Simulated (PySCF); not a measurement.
How methods differ on the ionisation energy of Cl⁺

Cl⁺ [Ne] 3s2 3p4 (3P) → Cl²⁺ [Ne] 3s2 3p3 (4S), as a difference of total energies. Calculation: PySCF 2.14, in cc-pVTZ-DK (5s4p2d1f, 34 functions); the spin-free X2C one-electron Hamiltonian (Gaussian nucleus). Correlated levels: valence: [Ne] frozen. The calculations carry no spin-orbit coupling.

| method | ionisation energy (eV) |
| --- | --- |
| UHF | 22.569 |
| MN15 | 23.906 |
| r2SCAN | 23.794 |
| MP2 (valence) | 23.334 |
| SCS-MP2 (valence) | 23.416 |
| CCSD (valence) | 23.443 |
| CCSD(T) (valence) | 23.471 |

Errors of the correlated levels include the incompleteness of this basis and the frozen core.

Question: Which method comes closest to the reference value, and which is furthest?

Answer: The reference is 23.771 eV (measured; NIST levels, between the centres of gravity of the two terms). Closest: r2SCAN (error 0.023 eV); furthest: UHF (error -1.202 eV).
